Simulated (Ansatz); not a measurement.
One change: `[OH][Zr]([OH])([F])[SeH]` becomes `C#[C][Zr]([OH])([OH])[F]`.

Ansatz, PBE0-D4/def2-TZVP geometries, multiplicity 1. Each molecule was computed in one conformer, which needn't be the lowest.

Elements past krypton have def2 core potentials. Scalar relativity is left out up to krypton.

| property | `[OH][Zr]([OH])([F])[SeH]` |
| --- | --- |
| size of the dipole moment (PBE/def2-TZVPP) / D | 3.54 |
| size of the dipole moment (B3LYP/def2-TZVPP) / D | 3.59 |
| HOMO energy (ωB97M-V/def2-TZVPP) / eV | -9.03 |
| ideal-gas entropy at 298 K and 1 bar (rigid rotor, harmonic PBE0-D4/def2-TZVP) / J/(mol·K) | 415 |
| HOMO energy (PBE0/def2-TZVPP) / eV | -6.93 |
| LUMO energy (B3LYP/def2-TZVPP) / eV | -1.15 |

Q: What does the change do to each property? (Best estimate.)

A: Ansatz gave: 
```json
{"property": "size of the dipole moment (PBE/def2-TZVPP) / D", "`C#[C][Zr]([OH])([OH])[F]`": "2.94", "shift": "-0.60"}
{"property": "size of the dipole moment (B3LYP/def2-TZVPP) / D", "`C#[C][Zr]([OH])([OH])[F]`": "2.98", "shift": "-0.61"}
{"property": "HOMO energy (ωB97M-V/def2-TZVPP) / eV", "`C#[C][Zr]([OH])([OH])[F]`": "-10.16", "shift": "-1.13"}
{"property": "ideal-gas entropy at 298 K and 1 bar (rigid rotor, harmonic PBE0-D4/def2-TZVP) / J/(mol·K)", "`C#[C][Zr]([OH])([OH])[F]`": "409", "shift": "-6"}
{"property": "HOMO energy (PBE0/def2-TZVPP) / eV", "`C#[C][Zr]([OH])([OH])[F]`": "-7.92", "shift": "-0.99"}
{"property": "LUMO energy (B3LYP/def2-TZVPP) / eV", "`C#[C][Zr]([OH])([OH])[F]`": "-1.35", "shift": "-0.20"}
```

With PBE0 the HOMO falls by 0.99 eV and the LUMO falls by 0.20 eV, so the gap widens by about 0.79 eV. PBE moves the HOMO by -0.91 eV and ωB97M-V by -1.13 eV. The zero-point energy changes by 27.2 kJ/mol with +3 modes. Dipoles are sizes alone; their direction can turn.

B3LYP here is the variant with VWN-RPA as its local correlation; programs differ in this.

Spin–orbit coupling is left out; it splits and shifts lone-pair levels of the heavy atoms by tenths of an eV.
